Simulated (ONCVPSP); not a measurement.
## What one change does to a pseudopotential (magnesium (Mg), ONCV)

```
Element                 : Mg
Generator               : ONCVPSP 4.0.1
Type                    : optimised norm-conserving Vanderbilt (ONCV)
Functional              : PBEsol
Relativity              : scalar-relativistic
Frozen core             : [Ne]
Valence charge          : 2
Reference configuration : 3s2
Partial waves           : 3s: rc 1.95 bohr, ncon 4, nbas 8, qcut 3.1 1/bohr, 2 projectors, debl 3 Ha; p scattering state at 0.25 Ha: rc 1.60 bohr, ncon 3, nbas 6, qcut 5.5 1/bohr, local
Local potential         : the p channel
Core correction         : Teter function, fcfact 4.75, rcfact 1.55
```

Change: s: rc 2.58.

Cutoffs: the cutoffs (Ha) at which the residual kinetic energy of the hardest occupied pseudo-wave falls to 1 and 0.1 mHa per electron; they do not see the model core or the augmentation charge, which bear on the density cutoff. Errors are all-electron minus pseudo energies relative to the spin-unpolarised reference configuration.

Task: What does the change do?

Result: The potential gets softer (3.7 Ha and 5.5 Ha → 3.3 Ha and 4.8 Ha); both files keep a bound ghost (s); of the 4 tests that both files solve, the error grows in 0 and shrinks in 1 by more than 15 % and 0.3 meV (median size 13.8 → 13.5 meV). A larger radius leaves more room for a smooth pseudo-wave, so fewer plane waves are needed.

```tsv
quantity	base	changed
cutoff, loose	3.7 Ha	3.3 Ha
cutoff, tight	5.5 Ha	4.8 Ha
bound ghosts	s	s
GHOST(+) flags under 300 eV	none	s at 236.1 eV
error for 3s1, meV [ΔE 7.92 eV]	-24	-24
error for 3s1.5, meV [ΔE 3.13 eV]	-3.4	-3.1
error for 3s1 3p1, meV [ΔE 3.47 eV]	+2.2	+1.3
error for 3s0 3p1, meV [ΔE 12.23 eV]	-76	-83
p: phases at 1.62 bohr within 0.05 rad from the reference energy up to (Ha; the scan ends near 5)	0.6	0.6
rms error of d²Exc/dni dnj with the model core, mHa	3.63	3.72
```

Base: The cutoffs count occupied waves only; projector 2 of the s channel, the hardest unoccupied one, needs 23 Ha at the loose tolerance. Changed file: The cutoffs count occupied waves only; projector 2 of the s channel, the hardest unoccupied one, needs 29 Ha at the loose tolerance. A true bound ghost makes a file unfit for plane-wave use even where its test errors are small: the radial tests pick states by their node count and pass the ghost by.
